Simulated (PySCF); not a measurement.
Isomers of C8H6F2, one GFN2-xTB conformer each. Single-point energies are computed at PBE0/pcSseg-1 (PySCF, gas phase, no added dispersion term), electronic only.

| SMILES | GFN2-xTB relative energy (kcal/mol) |
| --- | --- |
| C#C[C@H]1CC(=C\F)/C1=C/F | 64.0 |
| C=C(F)c1cccc(F)c1 | 0.0 |
| C=Cc1cccc(F)c1F | 5.3 |

Conformers: `[CH2:1]=[C:2]([F:3])[c:4]1[cH:5][cH:6][cH:7][c:8]([F:9])[cH:10]1` with C1–C2–C4–C5 180°; `[CH2:1]=[CH:2][c:3]1[cH:4][cH:5][cH:6][c:7]([F:8])[c:9]1[F:10]` with C1–C2–C3–C4 0°.

What does PBE0/pcSseg-1 give for the same structures?

```json
{"SMILES": "C=C(F)c1cccc(F)c1", "PBE0/pcSseg-1 E (Eh)": "-507.51386", "PBE0/pcSseg-1 (kcal/mol)": "0.0", "GFN2-xTB (kcal/mol)": "0.0", "point group": "Cs"}
{"SMILES": "C=Cc1cccc(F)c1F", "PBE0/pcSseg-1 E (Eh)": "-507.50448", "PBE0/pcSseg-1 (kcal/mol)": "5.9", "GFN2-xTB (kcal/mol)": "5.3", "point group": "Cs"}
{"SMILES": "C#C[C@H]1CC(=C\\F)/C1=C/F", "PBE0/pcSseg-1 E (Eh)": "-507.37728", "PBE0/pcSseg-1 (kcal/mol)": "85.7", "GFN2-xTB (kcal/mol)": "64.0", "point group": "C1"}
```

Both levels put the same isomer lowest; measured from each level's own lowest isomer, the values differ by up to 21.7 kcal/mol (C#C[C@H]1CC(=C\F)/C1=C/F: 64.0 against 85.7). As drawn, the lowest has an aromatic ring, which the highest lacks; the highest has a four-membered ring and a C≡C bond, which the lowest lacks.

Which frontier levels, dipoles and rotational constants go with these structures?

| SMILES | HOMO (eV, PBE0/pcSseg-1) | LUMO (eV) | dipole (D) | A, B, C (MHz) |
| --- | --- | --- | --- | --- |
| C=C(F)c1cccc(F)c1 | -7.04 | -1.53 | 0.33 | 2683, 904.1, 676.2 |
| C=Cc1cccc(F)c1F | -7.01 | -1.49 | 2.58 | 2295, 1116, 750.9 |
| C#C[C@H]1CC(=C\F)/C1=C/F | -6.64 | -1.17 | 0.70 | 1906, 890.0, 654.1 |
